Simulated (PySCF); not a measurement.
Two species compared at the same levels of theory.

First species: C₇H₉OPSi.
InChI=1S/C7H9OPSi/c1-10(9)6-4-7-3-2-5-8-7/h2-3,5,10H,9H2,1H3/t10-/m1/s1

Second species: C₄H₅F₃O.
Numbering: `[F:1]/[CH:2]=[CH:3]/[CH2:4][O:5][CH:6]([F:7])[F:8]` (hydrogens: H9 on C2; H10 on C3; H11, H12 on C4; H13 on C6)

Levels: PBE0/pcSseg-1 for dipole moment, HOMO energy, LUMO energy and HOMO–LUMO gap; GFN2-xTB for rotational constant A and rotational constant C. Geometries: GFN2-xTB. Each species is one conformer at its optimised geometry, gas phase, non-relativistic unless stated. Electronic properties by PySCF.

The conformers computed, where there is a choice (atom-mapped SMILES and torsion angles):
- `[CH3:1][Si@@H:2]([PH2:3])[C:4]#[C:5][c:6]1[cH:7][cH:8][cH:9][o:10]1`: H–P3–Si2–C1 167°, H–P3–Si2–C1 74°
- `[F:1]/[CH:2]=[CH:3]/[CH2:4][O:5][CH:6]([F:7])[F:8]`: C2–C3–C4–O5 -10°, C3–C4–O5–C6 -76°, C4–O5–C6–F7 140°

```
             property   column X   column Y
        dipole moment     2.60 D     1.97 D
          HOMO energy   -7.85 eV   -6.41 eV
          LUMO energy   -0.03 eV   -1.13 eV
        HOMO–LUMO gap    7.82 eV    5.28 eV
rotational constant A  3.878 GHz  2.323 GHz
rotational constant C  0.885 GHz  0.322 GHz
```

Task: Which column belongs to which species?

Result: Column X is the second species and column Y the first. The first has 19 atoms and 88 electrons, the second 13 and 64.

Task: How does each property change from the first species to the second?

Result: dipole moment +0.63 D; HOMO energy -1.44 eV; LUMO energy +1.10 eV; HOMO–LUMO gap +2.54 eV; rotational constant A +1.555 GHz; rotational constant C +0.563 GHz.

On the first: A dipole of 1.97 D is allowed in C1, and pure rotational transitions are dipole-allowed. The dipole equals about 6.6 × 10⁻³⁰ C·m (1 D = 3.33564 × 10⁻³⁰ C·m).

On the second: In atomic units the dipole is 1.02 e·bohr (1 au = 2.5417 D).
